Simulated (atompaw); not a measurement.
## PBE PAW (atompaw) dataset for iron, scalar-relativistic all-electron reference.

```
Element                 : Fe
Generator               : atompaw 4.2.0.5
Type                    : PAW
Functional              : PBE
Relativity              : scalar-relativistic
Frozen core             : [Ne]
Valence charge          : 16
Reference configuration : 3s2 3p6 3d7 4s1 4p0
Partial waves           : 3s (bound): rc 0.95 bohr; 4s (bound): rc 1.65 bohr; 3p (bound): rc 1.45 bohr; 4p (bound, empty): rc 1.35 bohr; 3d (bound): rc 1.65 bohr; 3d channel at 0.05 Ry: rc 1.65 bohr
Local potential         : bessel scheme, radius 1.10 bohr
Core correction         : smooth core density matched at 1.45 bohr
Augmentation charge     : sinc compensation charge, radius 1.35 bohr; PAW radius 1.65 bohr; waves and projectors: custom polynom vanderbiltortho
```

Poles of the logarithmic derivatives, all-electron (AE) and pseudo (PS). s: poles at -6.3 (AE) and -6.3 (PS) Ry. p: poles at -3.6 (AE) and -3.6 (PS) Ry. d: poles at 0.7 (AE) and 0.7 (PS) Ry. Test radius 1.66 bohr.

- Cutoffs needed: 60 Ry and 100 Ry (the cutoffs (Ry, on a coarse ladder) from which the occupation-weighted sum of valence levels, in a spherical-Bessel basis at the reference potential, stays within 10 and 1 mRy of its value at 400 Ry)
- Ghost test: no extra level below or beside the all-electron valence levels (s, p, d, f tested) (spherical-Bessel basis up to 400 Ry, 20 bohr box)
- Lowest eigenvalue of the overlap operator: 0.27 (s channel)
- Overlap eigenvalues printed by atompaw (projector basis): 0.522, 0.767, 2.58, 112, 561, 1.22e+04
- Share of each valence orbital outside the PAW sphere: 3s 1 %, 4s 93 %, 3p 3 %, 4p 98 %, 3d 23 %
